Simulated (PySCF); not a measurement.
C₂H₅O₂, SMILES O[CH]CO, doublet (CAM-B3LYP/def2-SVP optimised geometry):

```
9

O      0.758    -1.048     0.000
C      0.284     0.231     0.000
C     -1.201     0.290    -0.061
O     -1.722    -0.499    -1.099
H      1.722    -1.048     0.000
H      0.864     0.993     0.535
H     -1.631    -0.020     0.921
H     -1.519     1.332    -0.224
H     -1.232    -1.332    -1.082
```

Calculation: PySCF with unrestricted CAM-B3LYP/def2-TZVP.

Task: What are the frontier orbital energies (α orbitals alone; a β orbital can be the lowest empty one) and the dipole moment?

Result: HOMO-2 -11.05 eV, HOMO-1 -9.34 eV, HOMO -6.73 eV, LUMO 1.45 eV, LUMO+1 2.86 eV; dipole moment 3.02 D.

On the same geometry unrestricted PBE/def2-TZVP (PySCF 2.14.0) gives HOMO-2 -7.90 eV, HOMO-1 -6.09 eV, HOMO -3.83 eV, LUMO -0.26 eV, LUMO+1 1.23 eV; dipole moment 2.88 D.

Meta-Löwdin charges at CAM-B3LYP/def2-TZVP: O1 -0.47, C2 -0.01, C3 0.01, O4 -0.54, H5 0.36, H6 0.10, H7 0.09, H8 0.12, H9 0.34.
